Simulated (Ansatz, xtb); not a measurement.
## Relative energy of two isomers of C5H5N3

Structure X is `Cc1[nH]cnc1C#N`, a singlet and structure Y is `Cc1nc(C#N)c[nH]1`, a singlet. Both are isolated molecules in the gas phase, relaxed with r2SCAN-D4/def2-SVP.

Energies in hartree; the thermal terms are from GFN2-xTB frequencies at re-optimised GFN2-xTB minima (ideal gas, soft modes damped towards free rotors, one conformer each, 298.15 K, 1 atm) and include the zero-point energy:

```
                              X           Y
E, CCSD(T)/def2-SVP  −356.534295  −356.534886
    E, MP2/def2-SVP  −356.453705  −356.454073
  E, MP2/def2-TZVPP  −357.098392  −357.098972
  zero-point energy     0.095200     0.094990
       H(298 K) − E     0.103430     0.103242
       G(298 K) − E     0.063343     0.063139
```

Problem. Correct the CCSD(T) difference for the basis set by the MP2 change, then work out ΔE, ΔE₀, ΔH and ΔG for X → Y in kcal/mol (1 Eh = 627.51 kcal/mol) and the equilibrium ratio [Y]/[X].

Solution. 1. Differences Y − X: CCSD(T) −0.000591, MP2 in the small set −0.000368, MP2 in the large set −0.000580 Eh.
2. ΔE = −0.000591 + (−0.000580 − (−0.000368)) = −0.000803 Eh = −0.50 kcal/mol.
3. ΔE₀ = ΔE + ΔZPE = −0.000803 + (−0.000210) Eh = −0.64 kcal/mol.
4. ΔH = ΔE + (−0.000188) Eh = −0.62 kcal/mol.
5. ΔG = ΔE + (−0.000204) Eh = −0.63 kcal/mol, so ΔS = (ΔH − ΔG)/T = +0.1 J/(mol K).
6. kT = 0.9442 mEh, so K = [Y]/[X] = exp(−ΔG/kT) = exp(+1.07) ≈ 2.9.

The two are too close for this level to say which is favoured. An error of 1 kcal/mol in ΔG would change K by a factor of 5.4. Mirror images and further conformers aren't counted.

As drawn, both hold the same kinds of bond in the same numbers.

Other levels gave ΔE = −0.7 (GFN2-xTB); −0.9 (HF/STO-3G, GFN2-xTB geometries); −1.2 (r2SCAN-D4/def2-SVP//GFN2-xTB); −0.3 (r2SCAN-D4/def2-SVP); −0.9 (HF/def2-SVP); −0.2 (MP2/def2-SVP); −0.4 (CCSD(T)/def2-SVP) kcal/mol. The correlated steps freeze 8 core orbitals. Programs: Ansatz 0.2.0, xtb 6.7.1.
